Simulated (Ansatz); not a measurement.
```yaml
crystal:
  periodic: [false, false, false]
  atoms:
    - {symbol: C, position_ang: [-0.927828, -1.872815, 0.279749]}
    - {symbol: Si, position_ang: [0.585806, -0.844160, -0.074964]}
    - {symbol: Xx, position_ang: [0.257322, 0.939885, 0.486665]}
    - {symbol: N, position_ang: [-0.759024, 1.627150, -0.312329]}
    - {symbol: C, position_ang: [0.217346, 2.360397, -0.695577]}
    - {symbol: O, position_ang: [1.282205, 1.879290, -0.016852]}
    - {symbol: H, position_ang: [-0.797167, -2.893946, -0.085312]}
    - {symbol: H, position_ang: [-1.798965, -1.437711, -0.214600]}
    - {symbol: H, position_ang: [-1.129535, -1.921520, 1.352240]}
    - {symbol: H, position_ang: [0.889091, -0.774570, -1.526890]}
    - {symbol: H, position_ang: [1.775701, -1.354159, 0.659108]}
    - {symbol: H, position_ang: [0.131334, 1.075592, 1.564429]}
    - {symbol: H, position_ang: [0.294216, 3.181668, -1.400970]}
basis:
  gaussian: {orbitals: 6-31G, final_grid: {core_spheres: 20, valence_spheres: 16, degree: 47}}
total_charge: 1
magnetization: {spin_polarized: true, initial_magnetization: 1}
hamiltonian: {xc: {name: B97M-V}}
accuracy: high
output: {forces: true}
```

```sh
$ ansatz run in.yaml --threads 4 --pin off --events-out ev --progress --plain --max-ram 10444MiB
```

Q: How does Ansatz answer? (An estimate is asked.)

A: Computed: The program refused the input.
```
Error: YAML parse error: error: line 6 column 16: `Xx` is not an element symbol (H … Og, case-exact)
 --> <input>:6:16
4 |     - {symbol: C, position_ang: [-0.927828, -1.872815, 0.279749]}
5 |     - {symbol: Si, position_ang: [0.585806, -0.844160, -0.074964]}
6 |     - {symbol: Xx, position_ang: [0.257322, 0.939885, 0.486665]}
7 |     - {symbol: N, position_ang: [-0.759024, 1.627150, -0.312329]}
8 |     - {symbol: C, position_ang: [0.217346, 2.360397, -0.695577]}
```
